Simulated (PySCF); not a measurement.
Gas-phase reaction: 2 H₂Se + Si₂H₆ ⇌ 2 SiSe + 5 H₂

Method: PySCF energies plus ideal-gas RRHO corrections (1 bar). † marks an energy on the PBE0/def2-TZVP geometry and frequencies. MP2 freezes the core. All species are closed-shell singlets. B3LYP is the form with VWN-RPA correlation. Se: all electrons, no relativistic terms. MP2 isn't extrapolated to the basis-set limit; its ΔH°(298 K) is 185.1 kJ in def2-SVP and 176.2 kJ in def2-TZVPP. The harmonic model lacks anharmonicity and excited electronic states, which grow with temperature; levels with a mode under 35 cm⁻¹ are left out. Internal rotation in Si₂H₆ is treated as a harmonic vibration of one conformer, which makes the entropy rough.

| level | ΔE electronic, kJ | ΔH°(298 K), kJ | ΔS°(298 K), J/K | ΔG°(1200 K), kJ |
|---|---|---|---|---|
| B3LYP/def2-TZVP† | 217 | 182 | 411 | -334 |
| BLYP/def2-TZVP† | 159 | 125 | 411 | -392 |
| M06-2X/def2-TZVP† | 200 | 165 | 411 | -351 |
| MP2/def2-SVP† | 220 | 185 | 411 | -331 |
| MP2/def2-TZVPP† | 211 | 176 | 411 | -340 |
| PBE/def2-TZVP† | 227 | 192 | 411 | -324 |
| ωB97M-V/def2-TZVP† | 241 | 206 | 411 | -310 |
| ωB97X-V/def2-TZVP† | 306 | 272 | 411 | -245 |
ΔH° is lowest at BLYP/def2-TZVP† and highest at ωB97X-V/def2-TZVP†. No reference value is set beside these.
